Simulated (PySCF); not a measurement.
Magnetic shielding above rings: a mixed set.

Definitions: NICS(0) = −σiso at the ring centroid; NICS(1) = −σiso and NICS(1)zz = −σzz at ±1 Å along the ring normal z. Level: GIAO PBE0/pcSseg-1 (PySCF, non-relativistic, gas phase) on the GFN2-xTB geometries, one conformer each. Atom numbers follow the mapped SMILES.

Problem. Order these rings by mean NICS(1)zz, lowest (most negative) first (ppm).
A. ring Si4–C7–S8–C9 in `[CH3:1][C:2]#[C:3][Si:4]1([CH2:5][CH3:6])[CH2:7][S:8][CH2:9]1`
B. ring Si3–Si4–Si5–Si6 in `[CH3:1][CH2:2][Si@@H:3]1[SiH2:4][SiH2:5][Si@@H:6]1[O:7][SiH3:8]`
C. ring C4–C5–C6–N7–Si8 in `[F:1][CH:2]([F:3])[C:4]1=[CH:5][CH2:6][NH:7][SiH2:8]1`
D. ring C3–C4–C5–C6–P7–C8 in `[CH3:1][S:2][c:3]1[cH:4][cH:5][cH:6][p:7][c:8]1[CH:9]=[O:10]`
E. ring C5–C6–C7–C8–S9 in `[CH3:1][CH2:2][CH2:3][SiH2:4][c:5]1[cH:6][cH:7][cH:8][s:9]1`
F. ring Si3–C4–Si5–C8 in `[CH3:1][NH:2][Si@H:3]1[CH2:4][Si@H:5]([O:6][CH3:7])[CH2:8]1`
G. ring Si3–Si4–Si5–Si6–Si7 in `[CH3:1][O:2][Si@@H:3]1[SiH2:4][SiH2:5][SiH2:6][Si@@H:7]1[CH3:8]`

Solution. E (-27.9), D (-20.9), C (-4.5), G (2.0), F (4.0), B (5.6), A (7.1).

| SMILES | ring | NICS(0) | NICS(1) | NICS(1)zz | HOMA | rms pucker (Å) | ring atoms with four or more neighbours |
| --- | --- | --- | --- | --- | --- | --- | --- |
| CCC[SiH2]c1cccs1 | 5-membered ring with S; formal bonds all aromatic | -12.4 | -11.7 | -27.9 | 0.80 | 0.00 | 0 |
| CSc1cccpc1C=O | 6-membered ring with P; formal bonds all aromatic | -5.8 | -9.1 | -20.9 | 0.90 | 0.00 | 0 |
| FC(F)C1=CCN[SiH2]1 | 5-membered ring with N and Si; formal bonds 1 double, 4 single | -4.4 | -3.1 | -4.5 | – | 0.01 | 2 |
| CO[Si@@H]1[SiH2][SiH2][SiH2][Si@@H]1C | 5-membered ring with 5 Si; formal bonds all single | -1.2 | -2.1 | 2.0 | – | 0.14 | 5 |
| CN[Si@H]1C[Si@H](OC)C1 | 4-membered ring with 2 Si; formal bonds all single | 0.4 | -1.5 | 4.0 | – | 0.04 | 4 |
| CC[Si@@H]1[SiH2][SiH2][Si@@H]1O[SiH3] | 4-membered ring with 4 Si; formal bonds all single | 3.6 | -0.3 | 5.6 | – | 0.03 | 4 |
| CC#C[Si]1(CC)CSC1 | 4-membered ring with S and Si; formal bonds all single | -1.6 | 0.2 | 7.1 | – | 0.03 | 3 |

NICS(0) gives another order. The isotropic NICS(1) gives the same order. HOMA uses Krygowski's 1993 parameters; it is left out where a ring has a four-coordinate atom, a triple bond, no multiple bond or a kind of bond without parameters. NICS(1) and NICS(1)zz are means over the two faces.
